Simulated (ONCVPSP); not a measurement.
# What one change does to a pseudopotential (silver (Ag), ONCV)

ONCVPSP 4.0.1 input, shortened (lines: element, Z, core and valence counts, functional; n l f; lmax; l rc ep ncon nbas qcut; lloc lpopt rc5 dvloc0; l nproj debl; icmod fcfact rcfact), PBE, scalar-relativistic:

```
  Ag 47.00    6    3        4      upf
    1    0    2.00
    2    0    2.00
    2    1    6.00
    3    0    2.00
    3    1    6.00
    3    2   10.00
    4    0    2.00
    4    1    6.00
    4    2   10.00
    2
    0    1.55    0.00    3    7    9.60
    1    1.55    0.00    4    8   10.40
    2    2.00    0.00    5   10    6.80
    0    5    1.55    0.00
    0    0    3.10
    1    2    3.70
    2    2    0.60
    0    0.00    0.00
```

Change: d: rc 2.94.

Cutoffs: the cutoffs (Ha) at which the residual kinetic energy of the hardest occupied pseudo-wave falls to 1 and 0.1 mHa per electron; they do not see the model core or the augmentation charge, which bear on the density cutoff. Errors are all-electron minus pseudo energies relative to the spin-unpolarised reference configuration.

Question: How do hardness, ghosts and transferability respond?

Answer: The potential gets neither clearly harder nor softer (29 Ha and 35 Ha → 29 Ha and 35 Ha); the s channel sets the loose cutoff, while the largest relative change is in d, which becomes softer; of the 3 tests that both files solve, the error grows in 3 and shrinks in 0 by more than 15 % and 0.3 meV (median size 68.0 → 595.9 meV); neither file shows a bound ghost. More of the atom is replaced by a form fitted at one configuration, so other configurations suffer.

| quantity | base | changed |
| --- | --- | --- |
| cutoff, loose | 29 Ha | 29 Ha |
| cutoff, tight | 35 Ha | 35 Ha |
| loose cutoff by channel | s 29 Ha, p 19 Ha, d 21 Ha | s 29 Ha, p 19 Ha, d 15 Ha |
| bound ghosts | none | none |
| GHOST(+) flags under 300 eV | none | none |
| tests with a reliable result | 3 of 4 | 3 of 4 |
| error for 4s2 4p6 4d9, meV [ΔE 22.11 eV] | +8.8 | +102 |
| error for 4s2 4p6 4d8, meV [ΔE 58.31 eV] | +68 | +596 |
| error for 4s2 4p6 4d7, meV [ΔE 110.02 eV] | +244 | +1791 |
| s: phases at 1.57 bohr within 0.05 rad from the reference energy up to (Ha; the scan ends near 5) | -1.7 | -1.7 |
| p: phases at 1.57 bohr within 0.05 rad from the reference energy up to (Ha; the scan ends near 5) | to the end of the scan | to the end of the scan |
